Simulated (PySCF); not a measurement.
## One molecule, a ladder of functionals, a line

Molecule: `C[S][GeH2][O][GeH3]`, CH₈Ge₂OS.

Cartesian coordinates in Å; atom numbers follow the order of the lines, from 1:
```xyz
13

C     2.3929   -0.0163   -0.7926
S     1.3267   -1.4394   -1.1947
Ge    0.1025   -1.4813    0.6547
O    -0.8896   -0.0116    0.7271
Ge   -1.7472    0.7566   -0.6365
H     1.7972    0.8789   -0.5673
H     3.0057    0.1820   -1.6821
H     3.0584   -0.2427    0.0524
H    -0.7881   -2.7321    0.5586
H     0.9871   -1.4336    1.9103
H    -2.7845    1.6840    0.0152
H    -2.4310   -0.3251   -1.4958
H    -0.7410    1.5642   -1.4777
```

GIAO shieldings (ppm, equivalent atoms averaged) in PySCF 2.14.0 with density-fitted response routines on the PBE0-D3(BJ)/def2-SVP geometry, basis pcSseg-1, gas phase, non-relativistic:

```tsv
functional	exact exchange (%)	σ(S2)	σ(Ge3)	σ(Ge5)	σ(O4)
BLYP	0	552.4	1215.0	1338.1	294.5
BP86	0	576.3	1223.4	1343.2	299.9
PBE	0	581.4	1232.4	1350.9	302.0
PBE0	25	627.7	1303.6	1414.4	324.2
mPW1PW91	25	623.6	1297.7	1407.9	322.3
BHandHLYP	50	642.9	1359.2	1466.5	337.9
HF	100	718.8	1504.0	1593.8	367.6
```

(1) Fit each shielding as a line in the percentage of exact exchange.

(2) What does the line predict for B3LYP (20 %), and what does the run give?

Results:

(1) σ(S2) = 575.7 + 1.47 x (rms 11.9 ppm); σ(Ge3) = 1225.5 + 2.79 x (rms 6.2 ppm); σ(Ge5) = 1345.4 + 2.49 x (rms 4.6 ppm); σ(O4) = 301.4 + 0.69 x (rms 3.9 ppm). The functionals also differ in their semilocal parts, which the line can't hold; Hartree–Fock has no correlation at all.

(2) σ(S2): 605.1 predicted, 592.2 computed; σ(Ge3): 1281.3 predicted, 1271.4 computed; σ(Ge5): 1395.2 predicted, 1388.6 computed; σ(O4): 315.2 predicted, 314.0 computed ppm.
